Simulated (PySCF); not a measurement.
## Spin-orbit coupling and the third ionisation energy along the third row

Two-component X2C-1e calculated with PySCF 2.14: MP2 on generalised Hartree-Fock spinors (GMP2), with spin-orbit coupling off and on (screened by Boettger's factors); no Breit or QED terms. Values in eV; the references (NIST) lie between the lowest levels. Elements whose determinants are no pure J levels are left out.

```
                          element               configurations  spin-free  with spin-orbit  shift           reference
Al (x2c-QZVPPall-2c, [Ne] frozen)              [Ne] 3s1 → [Ne]     28.089           28.089  0.000              28.448
Si (x2c-QZVPPall-2c, [Ne] frozen)          [Ne] 3s2 → [Ne] 3s1     32.929           32.929  0.000              33.493
 P (x2c-QZVPPall-2c, [Ne] frozen)      [Ne] 3s2 3p1 → [Ne] 3s2     29.903           29.948  0.045              30.203
Ar (x2c-QZVPPall-2c, [Ne] frozen)  [Ne] 3s2 3p4 → [Ne] 3s2 3p3     40.337           40.408  0.070  40.735 ± 0.012 (s)
```

The largest shift is at Ar, 0.070 eV, where spin-orbit coupling lowers the species with more electrons by more than the one with fewer (starting occupations 3p1/2^2 3p3/2^2 and 3p1/2^2 3p3/2^1).

What remains against the references is mostly the basis and correlation beyond MP2. References marked (s) are semi-empirical, (t) theoretical.
